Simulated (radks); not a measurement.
Species: Ho4+. Configuration: [Xe] 4f9 (the NIST ground configuration).

Method: non-relativistic Kohn-Sham, B86b exchange with PBE correlation, spin-polarised, spherical densities, point nucleus; open shells are filled with parallel spins first (spin-orbit coupling, left out, can overturn this in heavy ions); relativity is left out, which matters for an element this heavy; computed with a radial shooting solver on a logarithmic mesh with Libxc functionals.

Energy parts (eV):
part                      energy
total                 -328339.52
kinetic                328248.03
electron-nucleus      -777158.37
Hartree                127596.29
exchange-correlation    -7025.47

Orbitals (lengths in bohr, moments of r in powers of bohr):
| orbital | occ. | eigenvalue (eV) | <r^2> |
|---|---|---|---|
| 1s up | 1 | -51860.03 | 0.0006845 |
| 1s down | 1 | -51860.03 | 0.0006845 |
| 2s up | 1 | -8382.173 | 0.01083 |
| 2s down | 1 | -8382.084 | 0.01083 |
| 2p up | 3 | -7996.602 | 0.008040 |
| 2p down | 3 | -7996.552 | 0.008039 |
| 3s up | 1 | -1905.560 | 0.06940 |
| 3s down | 1 | -1902.703 | 0.06930 |
| 3p up | 3 | -1731.665 | 0.06472 |
| 3p down | 3 | -1729.072 | 0.06461 |
| 3d up | 5 | -1407.540 | 0.05126 |
| 3d down | 5 | -1405.688 | 0.05114 |
| 4s up | 1 | -413.0612 | 0.3455 |
| 4s down | 1 | -408.1997 | 0.3460 |
| 4p up | 3 | -343.5846 | 0.3623 |
| 4p down | 3 | -338.7502 | 0.3631 |
| 4d up | 5 | -218.8451 | 0.4058 |
| 4d down | 5 | -214.0644 | 0.4078 |
| 4f up | 7 | -62.9777 | 0.6350 |
| 4f down | 2 | -58.5333 | 0.6679 |
| 5s up | 1 | -89.4587 | 1.900 |
| 5s down | 1 | -87.7059 | 1.940 |
| 5p up | 3 | -69.4339 | 2.301 |
| 5p down | 3 | -68.0438 | 2.357 |
| 5d up | 0 | -39.2155 | 3.901 |
| 5d down | 0 | -38.5175 | 4.025 |
| 6s up | 0 | -31.4867 | 9.153 |
| 6s down | 0 | -31.1960 | 9.310 |

The highest occupied level is 4f down at -58.533 eV. The density falls to 0.001 e/bohr^3 at r = 3.05 bohr. Spin moment in Bohr magnetons: 5. Virial ratio -V/T = 2.00028. Summed over all electrons, <r^2> = 31.64 bohr^2, which gives a Langevin (diamagnetic) susceptibility term of -25.1 x 10^-6 cm^3/mol. The spin density at the nucleus is 0.064 e/bohr^3 (1s 0.003, 2s -0.384, 3s -4.388, 4s 1.537, 5s 3.296).

Run on one thread of a shared host, so times are rough (Arm Neoverse N1): 0.34 s of CPU time, 0.34 s wall, 16 iterations on 2516 mesh points.
